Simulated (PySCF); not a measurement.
Predicted microwave data (PySCF 2.14.0, PBE0-D3(BJ)/def2-SVP geometry optimisation, gas phase) for one isomer of C2H6OS2Si:

- Rotational constants: A = 2359, B = 2009, C = 1226 MHz
- Dipole components: |μa| = 2.07 D, |μb| = 0.28 D, |μc| = 1.48 D
- Inertial defect: -53.71 u·Å²
- κ: 0.38

Task: Which structure is it? (One computed conformer of each.)
A. `[OH:1][SiH:2]1[S:3][CH2:4][CH2:5][S:6]1` with H–O1–Si2–S3 63°, O1–Si2–S3–C4 -105°, Si2–S3–C4–C5 -43°, S3–C4–C5–S6 58°, C4–C5–S6–Si2 -38°
B. `[CH2:1]1[O:2][SiH2:3][S:4][CH2:5][S:6]1` with S6–C1–O2–Si3 67°, C1–O2–Si3–S4 -57°, O2–Si3–S4–C5 47°, Si3–S4–C5–S6 -63°

Result: A. It is O[SiH]1SCCS1, an asymmetric top, point group C1. The candidates at the same level (rigid rotor, commonest isotopes):

| SMILES | A (MHz) | B (MHz) | C (MHz) | μa (D) | μb (D) | μc (D) | Δ (u·Å²) | point group | rotor |
| --- | --- | --- | --- | --- | --- | --- | --- | --- | --- |
| O[SiH]1SCCS1 | 2359 | 2009 | 1226 | 2.07 | 0.28 | 1.48 | -53.71 | C1 | asymmetric top |
| C1O[SiH2]SCS1 | 2633 | 1965 | 1220 | 0.23 | 0.45 | 1.91 | -35.07 | C1 | asymmetric top |

`C1O[SiH2]SCS1` has A 12 % too high. No structure here is proved a minimum.
